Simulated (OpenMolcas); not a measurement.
**4s² 4p⁴ along the 34-electron sequence**

- Program: OpenMolcas 26.06
- Method: RASSCF
- Basis: ANO-R3
- Scalar Hamiltonian: X2C, finite nucleus
- Spin-orbit coupling: RASSI with atomic mean-field integrals over the reference wave functions, term energies averaged over their components

Active space for each ion: 4 electrons in 9 orbitals (RAS2 4p; RAS3 4d 5s, at most 1 electron).

Computed levels in cm-1 above ³P₂:

```
                               Level     Se    Br+   Kr2+
                                 ³P₁   1814   2847   4115
                                 ³P₀   2433   3689   5135
                                 ¹D₂  11791  14475  17092
                                 ¹S₀  27810  33620  39039
weight of ³P in the lowest level (%)     99     98     98
```

Measured, with the error of the calculation in %. Measured levels: Se, Br+ from NIST Handbook of Basic Atomic Spectroscopic Data; Kr2+ from Saloman, J. Phys. Chem. Ref. Data 36, 215 (2007).

| Level | Se | Br+ | Kr2+ |
| --- | --- | --- | --- |
| ³P₁ | 1989 (-8.8) | 3136 (-9.2) | 4548 (-9.5) |
| ³P₀ | 2534 (-4.0) | 3837 (-3.9) | 5313 (-3.4) |
| ¹D₂ | 9576 (+23.1) | 12089 (+19.7) | 14644 (+16.7) |
| ¹S₀ | 22446 (+23.9) | 27867 (+20.6) | 33080 (+18.0) |

The fine-structure level ³P₀ changes by a factor of 2.11 from Se to Kr2+. Its fourth root runs 7.02, 7.79, 8.47, with steps per unit of Z of 0.77, 0.67; equal steps would mean a (Z - σ)^4 law with constant σ.

¹D₂ changes by a factor of 1.45 over the same range, with steps per unit of Z of +2680, +2620 cm-1.

With the s shell closed, the reference lacks s² → p² mixing. Without dynamic correlation excited terms often stand tens of per cent too high (terms of higher spin than the ground term too low), and those without a measured partner can miss by more than the paired ones (holds for Se; Br+). No level of 4s² 4p³ 4d was computed, though it lies in the active space (holds for Se). Measured partners are found by configuration, term and J. A level has none where our copy of the source lacks it or the pairing is in doubt (some pairs that miss far off the trend of their configuration count as doubtful), and it then counts in no deviation. Only configurations of the active space appear.
